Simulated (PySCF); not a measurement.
ClH₆SbSi₂, SMILES [SiH3][Sb]([SiH3])[Cl].

The structure is a stationary point at B3LYP-D3(BJ)/def2-SVP. The structure was generated by enumeration; whether it is a known compound was not checked. The def2 effective core potentials stand for the cores of Sb; spin–orbit coupling is left out.

The numbers are results of ωB97X/def2-TZVP (PySCF), not measurements.

Symmetry labels are those of the subgroup Cs that the program uses (full group Cs).

Computed valence orbital energies around the gap with their symmetry:
| orbital | symmetry | energy (eV) |
|---|---|---|
| HOMO−7 | A' | -12.92 |
| HOMO−6 | A" | -12.73 |
| HOMO−5 | A" | -12.46 |
| HOMO−4 | A' | -11.98 |
| HOMO−3 | A" | -11.63 |
| HOMO−2 | A' | -11.48 |
| HOMO−1 | A" | -9.88 |
| HOMO | A' | -9.29 |
| LUMO | A' | -0.18 |
| LUMO+1 | A" | 0.95 |
| LUMO+2 | A' | 1.27 |
| LUMO+3 | A' | 1.99 |
